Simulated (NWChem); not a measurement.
Everything below was run with NWChem. System: C$_{3}$H$_{4}$FNSi, charge 0, spin multiplicity 1, at a geometry optimised with PBE0/def2-SVP. The structure started from a generated list of species. Level: PBE/def2-SVP.

Input file:

```
start mol
memory heap 200 mb stack 800 mb global 1000 mb
geometry units angstroms nocenter noautoz
  F      0.924974    -2.038432     0.000000
  C      0.250240    -0.901793     0.000000
  C     -1.093203    -0.817655     0.000000
  C     -1.561538     0.591521     0.000000
  N     -0.741756     1.578913     0.000000
  Si     0.886315     0.890985     0.000000
  H     -1.776837    -1.671098     0.000000
  H     -2.651053     0.775876     0.000000
  H      1.657011     1.241242    -1.224514
  H      1.657011     1.241242     1.224514
  symmetry group Cs
end
basis spherical
  * library def2-svp
end
dft
  xc xpbe96 cpbe96
  semidirect memsize 60000000 filesize 0
  iterations 100
end
task dft energy
```

Part of the output:

```
             Northwest Computational Chemistry Package (NWChem) 7.3.0
             --------------------------------------------------------

                                NWChem Input Module
                                -------------------

 Scaling coordinates for geometry "geometry" by  1.889725989
 (inverse scale =  0.529177249)

 Turning off AUTOSYM since
 SYMMETRY directive was detected!

                             Geometry "geometry" -> ""
                             -------------------------

 Output coordinates in angstroms (scale by  1.889725989 to convert to a.u.)

  No.       Tag          Charge          X              Y              Z
 ---- ---------------- ---------- -------------- -------------- --------------
    1 F                    9.0000     0.92497400    -2.03843200     0.00000000
    2 C                    6.0000     0.25024000    -0.90179300     0.00000000
    3 C                    6.0000    -1.09320300    -0.81765500     0.00000000
    4 C                    6.0000    -1.56153800     0.59152100     0.00000000
    5 N                    7.0000    -0.74175600     1.57891300     0.00000000
    6 Si                  14.0000     0.88631500     0.89098500     0.00000000
    7 H                    1.0000    -1.77683700    -1.67109800     0.00000000
    8 H                    1.0000    -2.65105300     0.77587600     0.00000000
    9 H                    1.0000     1.65701100     1.24124200    -1.22451400
   10 H                    1.0000     1.65701100     1.24124200     1.22451400

 Effective nuclear repulsion energy (a.u.)     273.1904325330

            Nuclear Dipole moment (a.u.)
            ----------------------------
        X                 Y               Z
 ---------------- ---------------- ----------------
     0.0000188973    -0.0000132281     0.0000000000

      Symmetry information
      --------------------

 Group name             Cs
 Group number              2
 Group order               2
 No. of unique centers     9

      Symmetry unique atoms

     1    2    3    4    5    6    7    8    9


 Summary of "ao basis" -> "" (spherical)
 ------------------------------------------------------------------------------
       Tag                 Description            Shells   Functions and Types
 ---------------- ------------------------------  ------  ---------------------
 *                          def2-svp                  on all atoms

  pbe96 is a nonlocal functional; adding pw91lda local functional.

                                 NWChem DFT Module
                                 -----------------

 Summary of "ao basis" -> "ao basis" (spherical)
 ------------------------------------------------------------------------------
       Tag                 Description            Shells   Functions and Types
 ---------------- ------------------------------  ------  ---------------------
 F                          def2-svp                 6       14   3s2p1d
 C                          def2-svp                 6       14   3s2p1d
 N                          def2-svp                 6       14   3s2p1d
 Si                         def2-svp                 8       18   4s3p1d
 H                          def2-svp                 3        5   2s1p

 Summary of "ao basis" -> "ao basis" (spherical)
 ------------------------------------------------------------------------------
       Tag                 Description            Shells   Functions and Types
 ---------------- ------------------------------  ------  ---------------------
[...]
 d= 0,ls=0.0,diis     6   -560.0235726771 -2.20D-04  3.74D-04  2.10D-03     5.7
 d= 0,ls=0.0,diis     7   -560.0238504321 -2.78D-04  2.62D-04  1.40D-04     6.3
 d= 0,ls=0.0,diis     8   -560.0237416611  1.09D-04  2.08D-04  9.09D-04     6.9
 d= 0,ls=0.0,diis     9   -560.0238678186 -1.26D-04  3.48D-05  1.62D-05     7.4
 d= 0,ls=0.0,diis    10   -560.0238697757 -1.96D-06  8.92D-06  1.21D-06     7.9
 d= 0,ls=0.0,diis    11   -560.0238698935 -1.18D-07  3.21D-06  1.51D-07     8.5

         Total DFT energy =     -560.023869893547
      One electron energy =    -1313.322947369262
           Coulomb energy =      535.648307488287
    Exchange-Corr. energy =      -55.539662545571
 Nuclear repulsion energy =      273.190432532999

 Numeric. integr. density =       52.000005524754

     Total iterative time =      7.9s

                  Occupations of the irreducible representations
                  ----------------------------------------------

                     irrep           alpha         beta
                     --------     --------     --------
                     a'               21.0         21.0
                     a"                5.0          5.0

                       DFT Final Molecular Orbital Analysis
                       ------------------------------------

 Vector   24  Occ=2.000000D+00  E=-2.889540D-01  Symmetry=a'
              MO Center=  4.5D-01, -5.0D-01, -1.5D-14, r^2= 3.2D+00
   Bfn.  Coefficient  Atom+Function         Bfn.  Coefficient  Atom+Function
  ----- ------------  ---------------      ----- ------------  ---------------
     4      0.270712   1 F  px               18      0.261150   2 C  px
    31     -0.244010   3 C  s                 5      0.236976   1 F  py
    79     -0.231150   6 Si py               19      0.222963   2 C  py
    17      0.213955   2 C  s                32     -0.212182   3 C  px
     7     -0.192616   1 F  px                8     -0.166075   1 F  py

 Vector   25  Occ=2.000000D+00  E=-2.334448D-01  Symmetry=a"
              MO Center= -4.3D-01, -2.7D-01,  1.5D-16, r^2= 2.9D+00
   Bfn.  Coefficient  Atom+Function         Bfn.  Coefficient  Atom+Function
  ----- ------------  ---------------      ----- ------------  ---------------
    34      0.349787   3 C  pz               20      0.330282   2 C  pz
    62      0.325983   5 N  pz                6      0.262202   1 F  pz
    37      0.258669   3 C  pz               65     -0.242743   5 N  pz
     9     -0.200274   1 F  pz               23      0.187038   2 C  pz
    48     -0.119198   4 C  pz               51     -0.088380   4 C  pz

 Vector   26  Occ=2.000000D+00  E=-2.130602D-01  Symmetry=a'
              MO Center= -8.2D-01,  1.2D+00, -4.5D-16, r^2= 2.3D+00
   Bfn.  Coefficient  Atom+Function         Bfn.  Coefficient  Atom+Function
  ----- ------------  ---------------      ----- ------------  ---------------
    61      0.430013   5 N  py               64     -0.326829   5 N  py
    60     -0.231582   5 N  px               31     -0.191237   3 C  s
    59     -0.187078   5 N  s                94      0.187566   8 H  s
    33     -0.185824   3 C  py               58     -0.185356   5 N  s
    73      0.172821   6 Si s                78     -0.152217   6 Si px

 Vector   27  Occ=0.000000D+00  E=-1.007210D-01  Symmetry=a"
              MO Center= -3.7D-01,  1.8D-01,  1.6D-15, r^2= 3.5D+00
   Bfn.  Coefficient  Atom+Function         Bfn.  Coefficient  Atom+Function
  ----- ------------  ---------------      ----- ------------  ---------------
    20      0.368477   2 C  pz               83      0.339345   6 Si pz
    48     -0.331672   4 C  pz               23      0.314026   2 C  pz
    51     -0.303339   4 C  pz              100      0.301338   9 H  s
   105     -0.301338  10 H  s                62     -0.283950   5 N  pz
    65      0.270518   5 N  pz               37     -0.226070   3 C  pz

 Vector   28  Occ=0.000000D+00  E=-9.376935D-03  Symmetry=a'
              MO Center=  1.0D+00,  5.8D-01,  6.5D-16, r^2= 3.8D+00
   Bfn.  Coefficient  Atom+Function         Bfn.  Coefficient  Atom+Function
  ----- ------------  ---------------      ----- ------------  ---------------
    82      0.906917   6 Si py               81     -0.630618   6 Si px
    17      0.621786   2 C  s                59     -0.598488   5 N  s
    74     -0.471089   6 Si s                22      0.405042   2 C  py
    90      0.283506   7 H  s                31     -0.255371   3 C  s
   100      0.225239   9 H  s               105      0.225239  10 H  s

 Vector   29  Occ=0.000000D+00  E= 1.285176D-02  Symmetry=a"
              MO Center= -9.2D-01, -1.4D-02, -3.9D-15, r^2= 2.8D+00
   Bfn.  Coefficient  Atom+Function         Bfn.  Coefficient  Atom+Function
  ----- ------------  ---------------      ----- ------------  ---------------
    37      0.625856   3 C  pz               51     -0.562734   4 C  pz
    34      0.415915   3 C  pz               48     -0.412657   4 C  pz
    23     -0.402974   2 C  pz               65      0.353806   5 N  pz
    20     -0.267521   2 C  pz               62     -0.263802   5 N  pz
    85      0.117344   6 Si d -1              9      0.109854   1 F  pz

 center of mass
 --------------
 x =   0.03752788 y =  -0.06783154 z =   0.00000000

 moments of inertia (a.u.)
 ------------------
         598.010650013808         100.192529936240           0.000000000000
         100.192529936240         389.501850883369           0.000000000000
           0.000000000000           0.000000000000         965.926593991013

     Multipole analysis of the density
     ---------------------------------

     L   x y z        total         alpha         beta         nuclear
     -   - - -        -----         -----         ----         -------
     0   0 0 0     -0.000000    -26.000000    -26.000000     52.000000

     1   1 0 0     -0.001000     -0.000510     -0.000510      0.000019
     1   0 1 0     -0.435553     -0.217770     -0.217770     -0.000013
     1   0 0 1      0.000000      0.000000      0.000000      0.000000

     2   2 0 0    -28.168706   -121.935229   -121.935229    215.701752
     2   1 1 0      2.896352     20.408674     20.408674    -37.920995
     2   1 0 1     -0.000000     -0.000000     -0.000000      0.000000
     2   0 2 0    -34.521246   -166.223301   -166.223301    297.925356
     2   0 1 1     -0.000000     -0.000000     -0.000000      0.000000
     2   0 0 2    -31.179936    -20.944545    -20.944545     10.709154

 Task  times  cpu:        8.5s     wall:        8.5s

 Total times  cpu:        8.6s     wall:        8.6s
```
